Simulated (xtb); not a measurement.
hexafluoropropene (C₃F₆), singlet, at a GFN2-xTB geometry; GFN2-xTB in xtb 6.7.1.

Input for xtb:
```
$ xtb mol.xyz --gfn 2 --etemp 10000 --json

# file mol.xyz
9

F      2.49184748    -0.18829557     0.79842098
C      1.31418502     0.24683492     0.42467974
F      1.26067366     1.55824784     0.42112146
C      0.28229877    -0.52520184     0.08521556
F      0.37606850    -1.85663792     0.10149667
C     -1.06436063     0.03101770    -0.34154878
F     -1.61086992     0.78624932     0.61807922
F     -0.95447491     0.80748822    -1.42550070
F     -1.91799358    -0.94215242    -0.62584863
```

What the program printed (banner, timings and long lists left out):

```
   ID    Z sym.   atoms
    1    9 F      1, 3, 5, 7-9
    2    6 C      2, 4, 6

           -------------------------------------------------
          |                Calculation Setup                |
           -------------------------------------------------

           -------------------------------------------------
          |                 G F N 2 - x T B                 |
           -------------------------------------------------

          ...................................................
          :                      SETUP                      :
          :.................................................:
          :  # basis functions                  36          :
          :  # atomic orbitals                  36          :
          :  # shells                           18          :
          :  # electrons                        54          :
          :  max. iterations                   250          :
          :  Hamiltonian                  GFN2-xTB          :
          :  restarted?                      false          :
          :  GBSA solvation                  false          :
          :  PC potential                    false          :
          :  electronic temp.        10000.0000000     K    :
          :  accuracy                    1.0000000          :
          :  -> integral cutoff          0.2500000E+02      :
          :  -> integral neglect         0.1000000E-07      :
          :  -> SCF convergence          0.1000000E-05 Eh   :
          :  -> wf. convergence          0.1000000E-03 e    :
          :  Broyden damping             0.4000000          :
          :  net charge                          0          :
          :  unpaired electrons                  0          :
          ...................................................

 iter      E             dE          RMSdq      gap      omega  full diag
   1    -34.8554117 -0.348554E+02  0.532E+00    5.14       0.0  T
   2    -34.9069563 -0.515446E-01  0.283E+00    4.71       1.0  T
   3    -34.9088620 -0.190565E-02  0.171E+00    4.92       1.0  T
   4    -34.9137917 -0.492972E-02  0.565E-01    4.83       1.0  T
   5    -34.9153224 -0.153066E-02  0.762E-02    4.85       1.0  T
   6    -34.9153230 -0.611475E-06  0.319E-02    4.84       1.0  T
   7    -34.9153256 -0.258507E-05  0.732E-03    4.84       4.6  T
   8    -34.9153257 -0.173094E-06  0.972E-04    4.84      34.3  T
   9    -34.9153257 -0.512129E-08  0.261E-04    4.84     127.5  T

[...]
         :: total energy             -34.780042747311 Eh    ::
[...]
     2   6 C        2.556     0.317    21.667     7.609
     3   9 F        0.789    -0.134    10.579     3.842
     4   6 C        2.749     0.084    26.119     8.368
     5   9 F        0.787    -0.136    10.591     3.844
     6   6 C        3.332     0.496    17.210     6.579
     7   9 F        0.791    -0.175    10.983     3.915
     8   9 F        0.791    -0.175    10.983     3.915
     9   9 F        0.792    -0.155    10.785     3.879

 Mol. C6AA /au·bohr⁶  :       1107.097205
 Mol. C8AA /au·bohr⁸  :      23937.773189
 Mol. α(0) /au        :         45.769863

Wiberg/Mayer (AO) data.
largest (>0.10) Wiberg bond orders for each atom

 ---------------------------------------------------------------------------
     #   Z sym  total        # sym  WBO       # sym  WBO       # sym  WBO
 ---------------------------------------------------------------------------
     1   9 F    1.173 --     2 C    1.022
     2   6 C    3.677 --     4 C    1.550     1 F    1.022     3 F    1.013
     3   9 F    1.158 --     2 C    1.013
     4   6 C    3.703 --     2 C    1.550     5 F    0.999     6 C    0.936
     5   9 F    1.118 --     4 C    0.999
     6   6 C    3.860 --     9 F    0.980     8 F    0.953     7 F    0.953
                             4 C    0.936
     7   9 F    1.083 --     6 C    0.953
     8   9 F    1.083 --     6 C    0.953
     9   9 F    1.108 --     6 C    0.980
 ---------------------------------------------------------------------------

Topologies differ in total number of bonds
Writing topology from bond orders to xtbtopo.mol

molecular dipole:
                 x           y           z       tot (Debye)
 q only:        0.262      -0.034       0.084
   full:        0.287      -0.042       0.092       0.774
molecular quadrupole (traceless):
                xx          xy          yy          xz          yz          zz
 q only:       -0.929       0.202      -1.263      -1.115       0.025       2.192
  q+dip:       -0.219       0.631      -3.491      -1.399       0.123       3.710
   full:       -0.904       0.337      -3.024      -1.726       0.030       3.928

           -------------------------------------------------
          | TOTAL ENERGY              -34.780042747311 Eh   |
          | GRADIENT NORM               0.032583788728 Eh/α |
          | HOMO-LUMO GAP               4.843830740517 eV   |
           -------------------------------------------------

normal termination of xtb
```
